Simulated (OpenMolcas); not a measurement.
**Mn4+: moving the ligands**

Mn4+ with 6 ligands (fluoride) in octahedral coordination (Oh) at 1.84 Å. A charge of +0.333 e stands 2.6 Å behind each ligand. Ligand basis ANO-RCC-VDZP.

| Property | Result |
| --- | --- |
| Program | OpenMolcas |
| Method | SS-CASPT2, IPEA 0.25 Eh, imaginary shift 0.1 Eh (closed shells correlated: 3s 3p and the ligand valence shells) |
| Basis | ANO-RCC-VTZP [6s5p3d2f1g] |
| Scalar Hamiltonian | DKH2, point nucleus |
| Active space | 3 electrons in 5 orbitals (3d) |
| State averaging | 2S+1 = 4 even, 10 roots; 2S+1 = 2 even, 40 roots |
| Spin-orbit coupling | RASSI with atomic mean-field integrals over the reference wave functions |

Runs around this geometry, states (labels of O, the rotations of Oh). Energies in cm-1 above the lowest state or level, χT in cm3 K/mol.

```json
{"R (Å)": "1.81", "Ground state": "4A2", "First state of that spin": "4T2 25620", "First gap with spin-orbit (degeneracies)": "14370 (4, 4)", "χT at 300 K": "1.840", "First state of another spin": "2E 14390"}
{"R (Å)": "1.84", "Ground state": "4A2", "First state of that spin": "4T2 24570", "First gap with spin-orbit (degeneracies)": "14300 (4, 4)", "χT at 300 K": "1.838", "First state of another spin": "2E 14320"}
{"R (Å)": "1.89", "Ground state": "4A2", "First state of that spin": "4T2 23200", "First gap with spin-orbit (degeneracies)": "14170 (4, 4)", "χT at 300 K": "1.835", "First state of another spin": "2E 14190"}
```

Taking the first state of the same spin as R^-n, n = -ln(23200 / 25620) / ln(1.89 / 1.81) = 2.3 between the shortest and longest distance.

Roots that are degenerate in the reference are averaged as groups; the widest CASPT2 spread within a group is 940 cm-1 (the 3-fold group of multiplicity 2 near 35900 cm-1 above the lowest state of its run, R = 1.89). Shifts and gaps below about the spread of the groups concerned are not significant. Over all roots computed the reference weight is 0.68 to 0.69 in R = 1.81, 0.67 to 0.69 in R = 1.84, 0.67 to 0.68 in R = 1.89; a low but even weight reflects the number of correlated electrons. The least metal-like active orbital is 81 % on the metal (Löwdin) and no ligand orbital is active, so the numbers are rough. Ligand-to-metal charge-transfer states are missing. With no ligand orbital active B as a rule stays too high, so bands that hang on it stand too high and its fall with covalency is understated. With one d shell and no ligand orbital active, 10Dq can be off by a tenth or more. No measured value stands beside these numbers; the geometry is a model, was not optimised and need not be the one that this ion takes.
